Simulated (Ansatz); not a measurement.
C$_{2}$H$_{4}$BFOSe, SMILES `BCOC(F)=[Se]`, relaxed with RKS PBE-D4/def2-SVP in Ansatz 0.2.0 from a rough embedded geometry. The force threshold is 0.03 eV/Å; the program also tests the step.

The species carries charge 0 and has multiplicity 1.

Start:

```xyz
10

B    -0.676   -0.479    1.764
C    -0.419    0.086    0.258
O     0.903   -0.264   -0.205
C     1.333    0.232   -1.409
F     2.589   -0.159   -1.846
Se   -0.118    1.342   -2.687
H    -1.537   -0.055    2.371
H    -0.315   -1.584    1.933
H    -1.198   -0.323   -0.457
H    -0.561    1.204    0.278
```

**Question.** By how much does the energy fall, and how many steps does the optimiser take? (An estimate is asked.)

**Answer.** The calculation gave: 212.46 kJ/mol, in 8 steps.

**Question.** Which bonds change most? (Estimate.)

**Answer.** Computed: C4–Se6 from 2.230 to 1.787 Å; B1–H7 from 1.135 to 1.215 Å; B1–C2 from 1.629 to 1.552 Å; C4–F5 from 1.386 to 1.329 Å.

**Question.** Give the relaxed structure. (An estimate is asked.)

**Answer.** Ansatz gave: 
```xyz
10

B    -0.707   -0.577    1.641
C    -0.424    0.133    0.290
O     0.845   -0.232   -0.293
C     1.147    0.214   -1.498
F     2.356   -0.246   -1.805
Se    0.194    1.241   -2.607
H    -1.742   -0.292    2.208
H     0.053   -1.395    2.115
H    -1.243   -0.091   -0.440
H    -0.479    1.244    0.388
```
